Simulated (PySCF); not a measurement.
## How methods differ on the excitation energy of C

C [He] 2s2 2p2 (3P) → C [He] 2s2 2p1 3s1 (3P), as a difference of total energies. Computed with PySCF 2.14 in dyall-acv3z (15s9p4d2f, 76 functions), with the non-relativistic Hamiltonian (point nucleus). Correlated levels: valence and next inner shell: nothing frozen; virtual orbitals above 40 to 60 times the deepest correlated orbital energy dropped. The calculations carry no spin-orbit coupling.

```tsv
method	excitation energy (eV)
UHF	7.416
MP2 (valence and next inner shell)	7.709
SCS-MP2 (valence and next inner shell)	7.599
CCSD (valence and next inner shell)	7.554
CCSD(T) (valence and next inner shell)	7.553
```

How much does correlation contribute at CCSD(T) (valence and next inner shell)?

7.553 − (7.416) = 0.137 eV, measured against UHF.

Errors of the correlated levels include the incompleteness of this basis.

The promoted electron is Rydberg-like, and one or two diffuse shells describe it only roughly, which tends to raise the upper state.

For comparison: 7.482 eV (measured; NIST levels, between the centres of gravity of the two terms).
